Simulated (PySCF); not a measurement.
Compound: C₅H₆ClN.
Atom-mapped SMILES: `[CH3:1][n:2]1[cH:3][cH:4][cH:5][c:6]1[Cl:7]` (hydrogens: H8, H9, H10 on C1; H11 on C3; H12 on C4; H13 on C5)

Method used: PySCF 2.14.0, PBE0-D3(BJ)/def2-SVP geometry optimisation, gas phase.

Task: Give the optimised bond lengths and angles.

Result: 
```
                bond  length (pm)
               C1–N2        144.0
               N2–C3        137.2
               C3–C4        137.7
               C4–C5        142.0
               C5–C6        137.8
              C6–Cl7        171.3
               N2–C6        136.8
C1–H8, C1–H9, C1–H10        109.9
              C3–H11        108.8
              C4–H12        108.8
              C5–H13        108.7
```

Bonds in one row agree within 1 pm and their mean is given. A selection of angles:
```
    angle  degrees
 N2–C1–H8    111.1
 N2–C1–H9    108.7
 H8–C1–H9    108.8
H8–C1–H10    108.3
 C1–N2–C3    126.3
 C1–N2–C6    125.6
 C3–N2–C6    108.1
 N2–C3–C4    108.6
N2–C3–H11    120.4
C4–C3–H11    130.9
 C3–C4–C5    107.5
C3–C4–H12    125.9
C5–C4–H12    126.6
 C4–C5–C6    106.2
C4–C5–H13    128.1
C6–C5–H13    125.7
C5–C6–Cl7    130.0
 N2–C6–C5    109.6
N2–C6–Cl7    120.4
```

The 3 C–N bonds span 1.368 Å (N2–C6, aromatic) to 1.440 Å (C1–N2, drawn single), a spread of 0.072 Å. Of the pairs four or more bonds apart, H9···H11 is among the closest relative to their van der Waals radii: 2.42 Å, 101 % of the sum of Bondi's values. N2 (pyrrole-type nitrogen) is planar (angles 126.3°, 125.6° and 108.1°, sum 360.0°, 0.00 Å off the plane of its three neighbours). The 5-membered ring N2–C3–C4–C5–C6 has internal angles of 106.2° to 109.6°; it is planar, 0.00 Å rms from its mean plane, widest ring torsion 0°. The C–C distances run from 1.377 Å (C3–C4, aromatic) to 1.420 Å (C4–C5, aromatic), a spread of 0.043 Å. The 7 heavy atoms lie in one plane (0.001 Å rms).

Point group: Cs (every atom within 0.08 Å of its image). Whether it is a minimum is left open (no frequencies).
